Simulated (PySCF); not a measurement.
C₇H₁₁ClSi₂.
Z-matrix (Å and degrees, GFN2-xTB geometry), rows numbered from 1:
```
Cl
C   1  1.7492
C   2  1.3247  1  119.74
Si  3  1.8807  2  122.82  1  -179.66
C   4  1.8892  3  109.17  2  -120.10
C   5  1.5037  4  120.04  3   -83.23
C   6  1.4912  5   60.26  4  -109.45
C   4  1.8835  3  110.52  2     0.36
C   8  1.3316  4  125.00  3    -0.39
Si  9  1.8793  8  125.50  4    -0.48
H   3  1.0839  2  119.51  1     0.17
H   4  1.4759  3  109.01  2   120.28
H   5  1.0847  4  115.74  3    61.66
H   6  1.0800  5  118.43  7  -108.43
H   6  1.0794  5  118.31  7   107.91
H   7  1.0800  5  118.47  6   108.40
H   7  1.0794  5  118.28  6  -107.96
H   8  1.0860  4  116.48  3   179.42
H   9  1.0860  8  118.71  4   179.75
H  10  1.4681  2  108.30  1    58.70
H  10  1.4689  2  108.18  1   -60.99
```

Definitions: NICS(0) = −σiso at the ring centroid; NICS(1) = −σiso and NICS(1)zz = −σzz at ±1 Å along the ring normal z. Level: GIAO PBE0/pcSseg-1 (PySCF, non-relativistic, gas phase) on the GFN2-xTB geometry, one conformer.

Ring bond lengths (Å), with Mayer bond orders in brackets: C2–C3 1.325 (1.88), C3–Si4 1.881 (0.86), Si4–C8 1.884 (0.88), C8–C9 1.332 (1.95), C9–Si10 1.879 (0.90), Si10–C2 1.889 (0.79); C5–C6 1.504 (0.95), C6–C7 1.491 (0.97), C7–C5 1.503 (0.95).

Question: Give the NICS values of each ring in ppm.

Answer: 
```
                ring                                                        type  NICS(0)  NICS(1), two faces  NICS(1)zz, two faces  rms pucker (Å)  centre to ring atoms, mean (Å)
C2–C3–Si4–C8–C9–Si10  6-membered ring with 2 Si; formal bonds 2 double, 4 single      0.2         -1.0 / -0.8             3.8 / 5.1            0.01                            1.70
            C5–C6–C7              3-membered carbocycle; formal bonds all single    -44.9         -8.9 / -8.2         -23.0 / -23.7            0.00                            0.87
```

Question: What do they say, and how far can they be read as aromaticity?

Answer: 
- C2–C3–Si4–C8–C9–Si10: mean NICS(1)zz 4.5 ppm, deshielded. Si4, Si10 have four or more neighbours, and the NICS criterion for π rings isn't applied.
- C5–C6–C7: mean NICS(1)zz -23.4 ppm, shielded. C5, C6, C7 have four or more neighbours; no verdict on aromaticity is drawn. NICS(0) lies 36 ppm below the mean NICS(1).

Question: How shielded are the nuclei of the rings and their hydrogens (means over atoms taken as equivalent)?

Answer: 
| atoms | environment | σ isotropic (ppm) | principal values of the symmetric part, first atom (ppm) |
| --- | --- | --- | --- |
| C2 | vinylic C–Cl carbon | 30.5 | -82.3, 49.1, 124.7 |
| C3 | alkene CH carbon | 39.1 | -70.7, 35.5, 152.5 |
| Si4 | SiH silicon | 377.7 | 357.8, 363.1, 412.3 |
| C5 | sp3 carbon bound to silicon | 188.4 | 161.8, 178.9, 224.6 |
| C6 | three-membered-ring carbon | 183.9 | 155.5, 178.7, 217.5 |
| C7 | three-membered-ring carbon | 183.8 | 155.9, 178.5, 216.9 |
| C8 | alkene CH carbon | 29.9 | -90.7, 3.0, 177.4 |
| C9 | alkene CH carbon | 35.5 | -77.8, 13.7, 170.6 |
| Si10 | SiH2 silicon | 416.6 | 397.3, 404.1, 448.4 |
| H11 | vinylic hydrogen | 24.40 | 21.2, 22.8, 29.2 |
| H12 | Si–H hydrogen | 27.52 | 24.1, 26.6, 31.9 |
| H13 | methine hydrogen | 31.96 | 24.9, 29.3, 41.7 |
| H14 | methylene hydrogen | 30.97 | 25.3, 26.2, 41.4 |
| H15 | methylene hydrogen | 31.38 | 25.5, 28.4, 40.2 |

The list is cut; further classes of hydrogen are left out.
